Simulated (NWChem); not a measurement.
System: SiH2ClF; SMILES F[SiH2]Cl

Input file for NWChem:

```
start job
memory heap 200 mb stack 900 mb global 1100 mb
geometry units angstroms noautosym nocenter noautoz
  Si    -0.508169     0.550160     0.000000
  F      0.740040     1.576374     0.000000
  Cl     0.220132    -1.365655     0.000000
  H     -1.290359     0.770333    -1.239448
  H     -1.290359     0.770333     1.239448
end
basis spherical
  * library def2-svp
end
dft
  xc pbe0
  iterations 150
end
cosmo
  do_cosmo_smd true
  solvent hexane
end
task dft energy
```

Excerpt of the output:

```
             Northwest Computational Chemistry Package (NWChem) 7.3.0
             --------------------------------------------------------

                             Geometry "geometry" -> ""
                             -------------------------

 Output coordinates in angstroms (scale by  1.889725989 to convert to a.u.)

  No.       Tag          Charge          X              Y              Z
 ---- ---------------- ---------- -------------- -------------- --------------
    1 Si                  14.0000    -0.50816900     0.55016000     0.00000000
    2 F                    9.0000     0.74004000     1.57637400     0.00000000
    3 Cl                  17.0000     0.22013200    -1.36565500     0.00000000
    4 H                    1.0000    -1.29035900     0.77033300    -1.23944800
    5 H                    1.0000    -1.29035900     0.77033300     1.23944800

 Effective nuclear repulsion energy (a.u.)     150.0298493231

                                 NWChem DFT Module
                                 -----------------

 Summary of "ao basis" -> "ao basis" (spherical)
 ------------------------------------------------------------------------------
       Tag                 Description            Shells   Functions and Types
 ---------------- ------------------------------  ------  ---------------------
 Si                         def2-svp                 8       18   4s3p1d
 F                          def2-svp                 6       14   3s2p1d
 Cl                         def2-svp                 8       18   4s3p1d
 H                          def2-svp                 3        5   2s1p

 in cosmo_initialize ...
 calling solv_data for solv:hexane

 solvent parameters
 solvname_short: hexane
 solvname_long:  n-hexane
 dielec:        1.8819
 dielecinf:     1.8903
 nonaqueous SMD model solvent descriptors
 dielec:        1.8819
 sola:          0.0000
 solb:          0.0000
 solc:          0.0000
 solg:         25.7500
 solh:          0.0000
 soln:          1.3749

          ---------------
          -cosmo- solvent
          ---------------
 Cosmo: York-Karplus, doi: 10.1021/jp992097l
 dielectric constant -eps-     =   1.88
 screen = (eps-1)/(eps    )    =   0.46862
 surface charge correction     = lagrangian

   van der Waals surface
 --------------------------

[...]

                                COSMO-SMD solvation results
                                ---------------------------

             internal energy in gas <Psi(g)|H|Psi(g)> =      -850.149753331873
         internal energy in solvent <Psi(s)|H|Psi(s)> =      -850.149675188400
                               delta internal energy  =         0.000078143473 (    0.05 kcal/mol)
   total free energy in solvent <Psi(s)|H+V/2|Psi(s)> =      -850.151041665572
 polarization energy contribution <Psi(s)|V/2|Psi(s)> =        -0.001366477172 (   -0.86 kcal/mol)
    total free energy in solvent including G(SMD-CDS) =      -850.152688434420
                       G(SMD-CDS) energy contribution =        -0.001646768848 (   -1.03 kcal/mol)
     1 M fixed-concentration free energy of solvation =        -0.002935102547 (   -1.84 kcal/mol)

                       DFT Final Molecular Orbital Analysis
                       ------------------------------------

 Vector   19  Occ=2.000000D+00  E=-3.888018D-01
              MO Center= -2.9D-01,  1.6D-01, -1.5D-07, r^2= 3.2D+00
   Bfn.  Coefficient  Atom+Function         Bfn.  Coefficient  Atom+Function
  ----- ------------  ---------------      ----- ------------  ---------------
    45      0.350838  3 Cl pz                24      0.312564  2 F  pz
    42      0.263682  3 Cl pz                27     -0.229237  2 F  pz
    51     -0.222092  4 H  s                 56      0.222092  5 H  s
    10      0.220149  1 Si pz                39      0.154608  3 Cl pz
    52     -0.125200  4 H  s                 57      0.125199  5 H  s

 Vector   20  Occ=2.000000D+00  E=-3.543286D-01
              MO Center=  1.8D-01, -1.2D+00,  1.0D-07, r^2= 1.6D+00
   Bfn.  Coefficient  Atom+Function         Bfn.  Coefficient  Atom+Function
  ----- ------------  ---------------      ----- ------------  ---------------
    43      0.588067  3 Cl px                40      0.436895  3 Cl px
    37      0.254263  3 Cl px                44      0.197322  3 Cl py
    41      0.143384  3 Cl py                23     -0.121700  2 F  py
    26      0.083954  2 F  py                38      0.083719  3 Cl py
    12      0.063379  1 Si py                11      0.061271  1 Si px

 Vector   21  Occ=2.000000D+00  E=-3.348354D-01
              MO Center= -2.8D-01, -5.2D-01, -4.7D-08, r^2= 3.1D+00
   Bfn.  Coefficient  Atom+Function         Bfn.  Coefficient  Atom+Function
  ----- ------------  ---------------      ----- ------------  ---------------
    45      0.525998  3 Cl pz                42      0.384878  3 Cl pz
    51      0.225310  4 H  s                 56     -0.225310  5 H  s
    39      0.223323  3 Cl pz                52      0.187475  4 H  s
    57     -0.187475  5 H  s                 10     -0.163311  1 Si pz
    24     -0.106995  2 F  pz                 7      0.082069  1 Si pz

 Vector   22  Occ=0.000000D+00  E= 2.063583D-02
              MO Center= -7.2D-01,  4.8D-01,  9.5D-10, r^2= 3.2D+00
   Bfn.  Coefficient  Atom+Function         Bfn.  Coefficient  Atom+Function
  ----- ------------  ---------------      ----- ------------  ---------------
    12      0.845792  1 Si py                11      0.672772  1 Si px
    21     -0.424021  2 F  s                 43     -0.338429  3 Cl px
    36      0.328842  3 Cl s                 52      0.277287  4 H  s
    57      0.277287  5 H  s                  4     -0.245574  1 Si s
     9      0.235014  1 Si py                 8      0.170370  1 Si px

[...]
```

Level: PBE0/def2-SVP, SMD on the gas-phase geometry. All runs use the structure optimised with PBE0/def2-SVP. Solvent: n-hexane.
